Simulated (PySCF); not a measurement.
Ge(F)2(OH)(NH2) (F2GeH3NO), SMILES [F][Ge]([NH2])([OH])[F]. Atoms are numbered in the order given.

```xyz
8

N      1.7652     0.1671    -0.4254
Ge     0.0132     0.0102    -0.0139
O     -0.8640     1.4005    -0.6588
F     -0.4096    -0.1142     1.6844
F     -0.5543    -1.5003    -0.6714
H      2.2116     1.0007    -0.0291
H      2.3172    -0.6655    -0.1944
H     -1.7203     1.4971    -0.1997
```
Charge 0, spin multiplicity 1.

Coordinates come from a PBE-D3(BJ)/def2-SVP optimisation. The structure was generated by enumeration, and PubChem lists no compound with its InChIKey, so it may never have been made. Other conformers were not sampled.

Calculation: PySCF 2.14.0 with TDDFT-PBE/def2-SVPD.

Vertical excitations. The molecule is in vacuum.

Computed lowest excited states:
| state | energy (eV) | λ (nm) | f | main pairs |
|---|---|---|---|---|
| S1 | 5.57 | 223 | 0.027 | HOMO→LUMO 99 % |
| S2 | 6.47 | 192 | 0.022 | HOMO−1→LUMO 99 % |
| S3 | 7.28 | 170 | 0.019 | HOMO→LUMO+1 97 % |
| S4 | 7.42 | 167 | 0.079 | HOMO−2→LUMO 92 % |
| S5 | 7.61 | 163 | 0.005 | HOMO→LUMO+2 96 % |
| S6 | 7.69 | 161 | 0.047 | HOMO−3→LUMO 94 % |
| S7 | 7.84 | 158 | 0.008 | HOMO−4→LUMO 93 % |
| S8 | 8.00 | 155 | 0.038 | HOMO−5→LUMO 86 % |
| S9 | 8.22 | 151 | 0.012 | HOMO−1→LUMO+1 98 % |
| S10 | 8.32 | 149 | 0.032 | HOMO→LUMO+3 61 %, HOMO→LUMO+4 22 % |
| T1 | 5.16 | 240 | 0 | HOMO→LUMO 99 % |
| T2 | 6.11 | 203 | 0 | HOMO−1→LUMO 99 % |
| T3 | 6.87 | 180 | 0 | HOMO−2→LUMO 99 % |
| T4 | 7.05 | 176 | 0 | HOMO→LUMO+1 97 % |
Triplets are in the Tamm–Dancoff approximation, which puts them higher than full response would, so one can lie above its singlet here.
